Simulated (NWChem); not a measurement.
System: InH2O2F; SMILES [F][In]([OH])[OH]

Here is an NWChem input.

```
start job
memory heap 200 mb stack 900 mb global 1100 mb
geometry units angstroms noautoz
  In     0.031076    -0.000247     0.000000
  F      1.994622    -0.006369     0.000000
  O     -0.864783    -1.762254     0.000000
  H     -0.207620    -2.469714     0.000000
  O     -0.853618     1.767392     0.000000
  H     -0.191961     2.470644     0.000000
end
basis spherical
  * library def2-svp
end
ecp
  In library def2-ecp
end
dft
  xc b3lyp
  iterations 150
  mulliken
end
task dft gradient
```

NWChem printed, in part:

```
             Northwest Computational Chemistry Package (NWChem) 7.3.0
             --------------------------------------------------------

 C2V symmetry detected

                             Geometry "geometry" -> ""
                             -------------------------

 Output coordinates in angstroms (scale by  1.889725989 to convert to a.u.)

  No.       Tag          Charge          X              Y              Z
 ---- ---------------- ---------- -------------- -------------- --------------
    1 In                  49.0000     0.00000000     0.00000000    -0.03902328
    2 F                    9.0000     0.00000000     0.00000000     1.92453218
    3 O                    8.0000    -1.76483178     0.00000000    -0.92930421
    4 H                    1.0000    -2.47019134     0.00000000    -0.26989086
    5 O                    8.0000     1.76483178     0.00000000    -0.92930421
    6 H                    1.0000     2.47019134     0.00000000    -0.26989086

 Effective nuclear repulsion energy (a.u.)     395.6766917240

      Symmetry information
      --------------------

 Group name             C2v
 Group number             16
 Group order               4
 No. of unique centers     4

                                 NWChem DFT Module
                                 -----------------

 Summary of "ao basis" -> "ao basis" (spherical)
 ------------------------------------------------------------------------------
       Tag                 Description            Shells   Functions and Types
 ---------------- ------------------------------  ------  ---------------------
 In                         def2-svp                10       26   4s4p2d
 F                          def2-svp                 6       14   3s2p1d
 O                          def2-svp                 6       14   3s2p1d
 H                          def2-svp                 3        5   2s1p

      Symmetry analysis of basis
      --------------------------

        a1         33
        a2          8
        b1         23
        b2         14

            General Information
            -------------------
          SCF calculation type: DFT
          Wavefunction type:  closed shell.
          No. of atoms     :     6
          No. of electrons :    48
           Alpha electrons :    24
            Beta electrons :    24
          Charge           :     0
          Spin multiplicity:     1
          Use of symmetry is: on ; symmetry adaption is: on
          Maximum number of iterations: 150
          AO basis - number of functions:    78
                     number of shells:    34
          Convergence on energy requested:  1.00D-06
          Convergence on density requested:  1.00D-05
          Convergence on gradient requested:  5.00D-04

              XC Information
              --------------
                         B3LYP Method XC Potential
                     Hartree-Fock (Exact) Exchange  0.200
                        Slater Exchange Functional  0.800 local
                    Becke 1988 Exchange Functional  0.720 non-local
              Lee-Yang-Parr Correlation Functional  0.810
                  VWN I RPA Correlation Functional  0.190 local

             Grid Information
             ----------------
          Grid used for XC integration:  medium
          Radial quadrature: Mura-Knowles
          Angular quadrature: Lebedev.
          Tag              B.-S. Rad. Rad. Pts. Rad. Cut. Ang. Pts.
          ---              ---------- --------- --------- ---------
          In                  1.55      123           9.0       590
          F                   0.50       49           9.0       434
          O                   0.60       49          11.0       434
          H                   0.35       45          12.0       434
          Grid pruning is: on
          Number of quadrature shells:   266
          Spatial weights used:  Erf1

      Superposition of Atomic Density Guess
      -------------------------------------

 Sum of atomic energies:        -467.72367902

      Non-variational initial energy
      ------------------------------

 Total energy =    -439.044083
 1-e energy   =   -1071.129400
 2-e energy   =     436.201695
 HOMO         =      -0.467697
 LUMO         =      -0.129311

      Symmetry analysis of molecular orbitals - initial
      -------------------------------------------------

  Numbering of irreducible representations:

     1 a1          2 a2          3 b1          4 b2

  Orbital symmetries:

     1 a1          2 a1          3 b1          4 a1          5 b1
     6 a1          7 b2          8 a1          9 a1         10 b1
    11 b1         12 a1         13 a2         14 a1         15 b2
    16 a1         17 a1         18 b1         19 b2         20 b1
    21 a1         22 b1         23 b2         24 a2         25 a1
    26 b2         27 b1         28 a1         29 a1         30 b1
    31 b2         32 a1         33 a1         34 b1

     ---------------------------------------------
      Total Density - Mulliken Population Analysis
     ---------------------------------------------

    Atom       Charge   Shell Charges
 -----------   ------   -------------------------------------------------------
    1 In  21    19.11   2.59 -0.60  0.47  0.13  3.24  2.76  0.33  0.08  9.73  0.37
    2 F    9     9.76   1.99  1.15  0.81  3.56  2.23  0.00
    3 O    8     8.91   1.99  1.11  0.69  3.06  2.05  0.00
    4 H    1     0.66   0.53  0.07  0.06
    5 O    8     8.91   1.99  1.11  0.69  3.06  2.05  0.00
    6 H    1     0.66   0.53  0.07  0.06

   convergence    iter        energy       DeltaE   RMS-Dens  Diis-err
 ---------------- ----- ----------------- --------- --------- ---------
 d= 0,ls=0.0,diis     1   -441.3618560337 -6.37D+02  2.94D-02  1.33D+00
 d= 0,ls=0.0,diis     2   -441.0166385201  3.45D-01  1.69D-02  5.17D+00
 d= 0,ls=0.0,diis     3   -441.5268625686 -5.10D-01  1.19D-03  1.04D-02
 d= 0,ls=0.0,diis     4   -441.5273335178 -4.71D-04  7.47D-04  5.00D-03
 d= 0,ls=0.0,diis     5   -441.5276447105 -3.11D-04  2.91D-04  1.93D-03
  Resetting Diis
 d= 0,ls=0.0,diis     6   -441.5278233699 -1.79D-04  2.72D-05  4.02D-06
 d= 0,ls=0.0,diis     7   -441.5278237913 -4.21D-07  8.93D-06  2.05D-07

         Total DFT energy =     -441.527823791294
      One electron energy =    -1074.101535438441
           Coulomb energy =      481.982231147457
    Exchange-Corr. energy =      -45.292141453696
 Nuclear repulsion energy =      195.883621953386

 Numeric. integr. density =       47.999988281783

                  Occupations of the irreducible representations
                  ----------------------------------------------

                     irrep           alpha         beta
                     --------     --------     --------
                     a1               11.0         11.0
                     a2                2.0          2.0
                     b1                7.0          7.0
                     b2                4.0          4.0

                       DFT Final Molecular Orbital Analysis
                       ------------------------------------

 Vector   22  Occ=2.000000D+00  E=-3.319500D-01  Symmetry=b1
              MO Center= -2.5D-13, -4.8D-17, -1.5D-01, r^2= 4.5D+00
   Bfn.  Coefficient  Atom+Function         Bfn.  Coefficient  Atom+Function
  ----- ------------  ---------------      ----- ------------  ---------------
    30      0.351795  2 F  px                46     -0.299225  3 O  pz
    65      0.299225  5 O  pz                33     -0.258113  2 F  px
    49     -0.226047  3 O  pz                68      0.226047  5 O  pz
    44     -0.209841  3 O  px                63     -0.209841  5 O  px
    11      0.188312  1 In px                47     -0.140907  3 O  px

 Vector   23  Occ=2.000000D+00  E=-3.232370D-01  Symmetry=b2
              MO Center= -7.5D-16, -1.8D-16, -6.3D-01, r^2= 4.0D+00
   Bfn.  Coefficient  Atom+Function         Bfn.  Coefficient  Atom+Function
  ----- ------------  ---------------      ----- ------------  ---------------
    45      0.409103  3 O  py                64      0.409103  5 O  py
    48      0.306202  3 O  py                67      0.306202  5 O  py
    31      0.202283  2 F  py                34     -0.151250  2 F  py
    12      0.132362  1 In py                18      0.092609  1 In d -1
    15      0.084573  1 In py                 9     -0.041724  1 In py

 Vector   24  Occ=2.000000D+00  E=-3.093221D-01  Symmetry=a2
              MO Center= -2.0D-14, -6.9D-16, -8.9D-01, r^2= 3.7D+00
   Bfn.  Coefficient  Atom+Function         Bfn.  Coefficient  Atom+Function
  ----- ------------  ---------------      ----- ------------  ---------------
    45      0.446641  3 O  py                64     -0.446641  5 O  py
    48      0.337653  3 O  py                67     -0.337653  5 O  py
    17      0.140069  1 In d -2              22     -0.069742  1 In d -2

[...]

                         DFT ENERGY GRADIENTS

    atom               coordinates                        gradient
                 x          y          z           x          y          z
   1 In      0.000000   0.000000  -0.073743    0.000000   0.000000  -0.000364
   2 F       0.000000   0.000000   3.636838    0.000000   0.000000  -0.004229
   3 O      -3.335048   0.000000  -1.756130    0.001708   0.000000   0.004537
   4 H      -4.667985   0.000000  -0.510020    0.002659   0.000000  -0.002241
   5 O       3.335048   0.000000  -1.756130   -0.001708   0.000000   0.004537
   6 H       4.667985   0.000000  -0.510020   -0.002659   0.000000  -0.002241
```

Level: B3LYP/def2-SVP with def2 effective core potentials on In. All runs use the structure optimised with PBE0/def2-SVP. B3LYP is NWChem's, with the RPA form of VWN correlation. def2 effective core potentials on In; no spin-orbit coupling.
